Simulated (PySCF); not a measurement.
# How methods differ on the excitation energy of Ag

Ag [Kr] 4d10 5s1 (2S) → Ag [Kr] 4d10 5p1 (2P), as a difference of total energies. Computed with PySCF 2.14 in x2c-TZVPPall (8s6p6d2f1g, 79 functions), with scalar relativity by spin-free X2C-1e. Correlated levels: valence and next inner shell: [Ar] 3d10 frozen. The calculations carry no spin-orbit coupling.

```
                                method  excitation energy (cm⁻¹)
                                   UHF                     25197
    MP2 (valence and next inner shell)                     30665
SCS-MP2 (valence and next inner shell)                     29840
   CCSD (valence and next inner shell)                     29465
CCSD(T) (valence and next inner shell)                     29763
```

Errors of the correlated levels include the incompleteness of this basis and the frozen core.

The basis was made for the ground configuration and has no added diffuse functions, so the excitation energy can come out too high.

For comparison: 30166 cm⁻¹ (measured; NIST levels, between the centres of gravity of the two terms).
